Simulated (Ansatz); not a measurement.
Born–Oppenheimer molecular dynamics of ClH₄SbSi (7 atoms, charge 0, multiplicity 1). It starts from a relaxed structure.

The calculation used RHF/def2-SVP (Ansatz 0.2.0).

```yaml
ensemble: NVT, Langevin thermostat
time_step: 0.5 fs
steps_asked: 300
set_temperature: 100 K
friction: 0.05 /fs
seed: 993733
```

Frames 0.5 fs apart, positions in Å, forces in eV/Å.

Velocities at 125.0 fs (Å/ps):

```
Cl -0.24 -0.22 2.39
Si 1.55 -1.16 -1.78
Sb 0.49 -0.09 0.70
H -12.73 9.56 -1.17
H -0.96 -1.71 -4.90
H 2.69 0.25 -7.53
H 9.00 13.80 16.88
```

```xyz
7
Properties=species:S:1:pos:R:3:forces:R:3 time_fs=125.0 energy_less_start_eV=0.084 T=80
Cl -1.912 -1.126 0.526 -0.09 0.00 -0.11
Si -0.615 -0.075 -0.712 -0.46 0.67 0.48
Sb 1.522 0.603 0.452 0.61 0.72 0.08
H -0.301 -0.875 -1.869 0.00 -0.43 -0.61
H -1.222 1.230 -1.097 -0.12 -0.36 -0.08
H 0.710 1.489 1.657 -0.01 0.01 -0.09
H 1.637 -0.745 1.409 0.08 -0.60 0.32
7
Properties=species:S:1:pos:R:3:forces:R:3 time_fs=125.5 energy_less_start_eV=0.087 T=81
Cl -1.912 -1.126 0.528 -0.07 0.01 -0.13
Si -0.614 -0.075 -0.713 -0.51 0.70 0.57
Sb 1.522 0.603 0.452 0.64 0.70 0.03
H -0.307 -0.871 -1.870 0.03 -0.49 -0.68
H -1.222 1.229 -1.099 -0.12 -0.35 -0.07
H 0.712 1.489 1.653 -0.05 0.05 -0.05
H 1.641 -0.738 1.417 0.07 -0.62 0.32
7
Properties=species:S:1:pos:R:3:forces:R:3 time_fs=126.0 energy_less_start_eV=0.089 T=73
Cl -1.913 -1.126 0.529 -0.05 0.02 -0.14
Si -0.613 -0.076 -0.714 -0.55 0.71 0.65
Sb 1.523 0.603 0.453 0.69 0.66 -0.04
H -0.313 -0.868 -1.871 0.06 -0.53 -0.73
H -1.222 1.227 -1.100 -0.12 -0.33 -0.06
H 0.715 1.488 1.648 -0.09 0.10 0.01
H 1.646 -0.733 1.424 0.07 -0.63 0.32
7
Properties=species:S:1:pos:R:3:forces:R:3 time_fs=126.5 energy_less_start_eV=0.090 T=78
Cl -1.913 -1.126 0.530 -0.03 0.04 -0.16
Si -0.612 -0.076 -0.715 -0.59 0.69 0.71
Sb 1.523 0.603 0.453 0.72 0.60 -0.06
H -0.320 -0.865 -1.873 0.08 -0.57 -0.77
H -1.222 1.225 -1.102 -0.13 -0.29 -0.06
H 0.716 1.488 1.643 -0.12 0.13 0.05
H 1.650 -0.730 1.432 0.06 -0.60 0.29
7
Properties=species:S:1:pos:R:3:forces:R:3 time_fs=127.0 energy_less_start_eV=0.087 T=60
Cl -1.913 -1.126 0.531 -0.01 0.05 -0.18
Si -0.611 -0.076 -0.716 -0.60 0.63 0.74
Sb 1.523 0.603 0.454 0.76 0.52 -0.05
H -0.326 -0.862 -1.877 0.09 -0.59 -0.77
H -1.221 1.221 -1.103 -0.14 -0.23 -0.06
H 0.716 1.489 1.639 -0.14 0.16 0.08
H 1.654 -0.730 1.440 0.05 -0.54 0.24
7
Properties=species:S:1:pos:R:3:forces:R:3 time_fs=127.5 energy_less_start_eV=0.082 T=80
Cl -1.913 -1.126 0.532 0.00 0.06 -0.19
Si -0.611 -0.075 -0.717 -0.59 0.52 0.73
Sb 1.524 0.603 0.454 0.78 0.43 -0.02
H -0.331 -0.860 -1.882 0.10 -0.57 -0.73
H -1.222 1.216 -1.104 -0.17 -0.16 -0.07
H 0.717 1.489 1.637 -0.16 0.17 0.10
H 1.659 -0.731 1.448 0.03 -0.46 0.17
7
Properties=species:S:1:pos:R:3:forces:R:3 time_fs=128.0 energy_less_start_eV=0.075 T=90
Cl -1.913 -1.125 0.534 0.01 0.06 -0.20
Si -0.611 -0.075 -0.718 -0.57 0.39 0.69
Sb 1.524 0.602 0.455 0.81 0.31 0.03
H -0.338 -0.860 -1.889 0.09 -0.53 -0.65
H -1.223 1.211 -1.106 -0.19 -0.07 -0.07
H 0.718 1.490 1.635 -0.17 0.18 0.11
H 1.663 -0.735 1.456 0.01 -0.35 0.09
7
Properties=species:S:1:pos:R:3:forces:R:3 time_fs=128.5 energy_less_start_eV=0.068 T=91
Cl -1.913 -1.125 0.535 0.03 0.07 -0.21
Si -0.611 -0.075 -0.718 -0.54 0.22 0.61
Sb 1.524 0.602 0.455 0.84 0.19 0.09
H -0.344 -0.861 -1.898 0.08 -0.45 -0.52
H -1.225 1.205 -1.106 -0.22 0.01 -0.09
H 0.718 1.492 1.632 -0.19 0.19 0.13
H 1.667 -0.740 1.464 -0.01 -0.23 0.00
7
Properties=species:S:1:pos:R:3:forces:R:3 time_fs=129.0 energy_less_start_eV=0.063 T=85
Cl -1.913 -1.125 0.536 0.04 0.08 -0.22
Si -0.611 -0.074 -0.719 -0.50 0.03 0.49
Sb 1.524 0.602 0.456 0.88 0.07 0.14
H -0.349 -0.864 -1.908 0.06 -0.35 -0.37
H -1.226 1.201 -1.106 -0.24 0.09 -0.11
H 0.718 1.493 1.630 -0.20 0.20 0.15
H 1.671 -0.746 1.472 -0.03 -0.11 -0.09
7
Properties=species:S:1:pos:R:3:forces:R:3 time_fs=129.5 energy_less_start_eV=0.060 T=80
Cl -1.913 -1.124 0.536 0.05 0.08 -0.23
Si -0.611 -0.074 -0.720 -0.47 -0.14 0.38
Sb 1.524 0.601 0.456 0.90 -0.05 0.21
H -0.353 -0.868 -1.917 0.04 -0.26 -0.23
H -1.228 1.196 -1.105 -0.26 0.16 -0.12
H 0.718 1.494 1.627 -0.20 0.19 0.16
H 1.675 -0.753 1.479 -0.06 0.02 -0.18
7
Properties=species:S:1:pos:R:3:forces:R:3 time_fs=130.0 energy_less_start_eV=0.060 T=83
Cl -1.913 -1.123 0.536 0.06 0.08 -0.23
Si -0.611 -0.074 -0.721 -0.44 -0.29 0.27
Sb 1.524 0.601 0.457 0.91 -0.15 0.29
H -0.357 -0.871 -1.926 0.03 -0.17 -0.09
H -1.231 1.192 -1.105 -0.27 0.22 -0.14
H 0.715 1.496 1.625 -0.20 0.17 0.15
H 1.679 -0.761 1.484 -0.08 0.13 -0.26
7
Properties=species:S:1:pos:R:3:forces:R:3 time_fs=130.5 energy_less_start_eV=0.061 T=82
Cl -1.913 -1.123 0.537 0.06 0.07 -0.23
Si -0.611 -0.074 -0.722 -0.42 -0.42 0.16
Sb 1.525 0.601 0.457 0.91 -0.23 0.36
H -0.360 -0.874 -1.936 0.01 -0.08 0.06
H -1.236 1.188 -1.104 -0.28 0.26 -0.15
H 0.713 1.499 1.624 -0.18 0.15 0.13
H 1.682 -0.769 1.488 -0.10 0.24 -0.33
```

Of the whole run (150 fs, mean temperature of the second half 81 K): The mean temperature of the second half is 19 % below the set value. A run of 0.15 ps of so small a system gives no equilibrium averages.

Run time: 7.4 min on 1 thread of Arm Neoverse V1 (shared host), peak memory 0.15 GiB.
